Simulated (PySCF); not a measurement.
A structure optimised at PBE0-D3(BJ)/def2-TZVP, used in a PySCF frequency run:

```xyz
5

C     -0.0223    -1.1271     0.0000
S      0.0890     0.5765     0.0000
H      0.9066    -1.6763     0.0000
H     -0.9717    -1.6375     0.0000
H     -1.2244     0.8516     0.0000
```
Charge 0, spin multiplicity 2.

Problem. Write its SMILES, formula and point group.

Solution. [CH2]S, CH₃S, Cs

Problem. What are its rotational constants (standard atomic weights)?

Solution. 144.91, 15.754, 14.209 GHz
